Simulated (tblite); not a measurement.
Compound: C3H10FGaS.
Z-matrix (Å and degrees, GFN2-xTB geometry), rows numbered from 1:
```
C 
S   1  1.8130
C   2  1.8158  1   99.50
Ga  2  2.5135  1   98.39  3    93.09
C   4  2.0255  2  102.25  1    79.60
F   5  1.4321  4   92.94  2   -56.42
H   1  1.0896  2  109.88  3   -60.38
H   1  1.0860  2  106.97  3  -179.33
H   1  1.0858  2  108.64  3    61.71
H   3  1.0861  2  108.81  1   -57.59
H   3  1.0873  2  106.98  1  -176.51
H   3  1.0924  2  109.95  1    64.15
H   4  1.5648  2   95.23  1   -36.25
H   4  1.5645  2   97.81  1  -152.41
H   5  1.0962  4  120.26  2    53.12
H   5  1.0947  4  121.10  2  -165.97
```

Computed with GFN2-xTB (tblite): harmonic, unscaled wavenumbers at the GFN2-xTB geometry, gas phase. Errors from tens to a few hundred cm⁻¹ against measured bands are possible. Modes of hydrogen on gallium can be 10 to 20 % off. One conformer, not necessarily the lowest.

Harmonic wavenumbers (cm⁻¹): 44.2, 79.3, 95.9, 124.1, 147.7, 154.5, 164.9, 180.8, 229.9, 262.3, 382.1, 480.1, 514.3, 539.5, 629.2, 705.0, 709.2, 739.6, 883.6, 894.1, 933.4, 968.2, 1005.8, 1143.2, 1190.7, 1312.8, 1318.3, 1413.5, 1415.5, 1423.5, 1430.2, 1436.8, 1618.6, 1661.4, 2900.8, 2919.9, 2947.6, 2982.7, 3032.2, 3038.1, 3040.4, 3055.3.

A = 2589, B = 1334, C = 998.8 MHz; mass 165.974 u (most abundant isotopes); point group C1, symmetry number 1.

Problem. What is the zero-point energy?

Solution. ½Σν̃ = 25075 cm⁻¹ = 71.69 kcal/mol.

Problem. What is S at 200 K and 1 bar for an ideal gas of classical rigid rotors and harmonic oscillators?

Solution. Translation 39.27, rotation 27.73, vibration 23.51: S = 90.5 cal/(mol K).

Problem. And Cp and H(200 K) − H(0)?

Solution. Cp = 31.11 cal/(mol K), of which vibrations give 23.16 (their classical limit is 42 R = 83.5); H(200 K) − H(0) = 4.14 kcal/mol without the zero-point energy, 2.55 from vibrations.

Problem. Blend soft modes into free rotors: weight 1/[1 + (100 cm⁻¹/ν̃)⁴] for the oscillator and the rest for a rotor with moment μB/(μ + B), μ = h/(8π²ν), B = 10⁻⁴⁴ kg m². What vibrational entropy results?

Solution. 22.19 cal/(mol K) in place of 23.51, which changes −T·S at 200 K by +0.26 kcal/mol.

Problem. What must be added to the electronic energy to get the Gibbs energy at 200 K and 1 bar?

Solution. ZPE + [H(200 K) − H(0)] − T·S = 71.69 + 4.14 − 18.10 = 57.73 kcal/mol.

Problem. Which modes carry the vibrational entropy at 200 K?

Solution. 44.2 cm⁻¹: 4.27; 79.3 cm⁻¹: 3.13; 95.9 cm⁻¹: 2.76; 124.1 cm⁻¹: 2.28; 147.7 cm⁻¹: 1.96; 154.5 cm⁻¹: 1.88 cal/(mol K); the other 36 give 7.23 together.

Problem. How do the functions run with temperature in this model?

Solution. 
| T (K) | S (cal/(mol K)) | Cp (cal/(mol K)) | H − H(0) (kcal/mol) | G − H(0) (kcal/mol) | ln q(vib) |
| --- | --- | --- | --- | --- | --- |
| 50 | 59.6 | 14.7 | 0.52 | -2.46 | 0.57 |
| 100 | 72.3 | 22.1 | 1.46 | -5.77 | 2.10 |
| 298.15 | 104.4 | 39.0 | 7.58 | -23.55 | 8.43 |
| 373.15 | 113.8 | 44.5 | 10.72 | -31.74 | 10.59 |
| 500 | 128.0 | 52.5 | 16.90 | -47.09 | 14.01 |
| 750 | 151.6 | 63.7 | 31.53 | -82.13 | 20.10 |
| 1000 | 171.0 | 71.1 | 48.44 | -122.52 | 25.50 |

q(vib) and H(0) count from the zero-point level.

Hindered rotation and anharmonicity are outside this model. Other conformers, if any are populated, would add a mixing term that is left out. The structure is chiral; the term R ln 2 for an equal mix with its mirror image is left out.

Run on one thread, Arm Neoverse V2, shared host. The figure is for the frequency step alone.
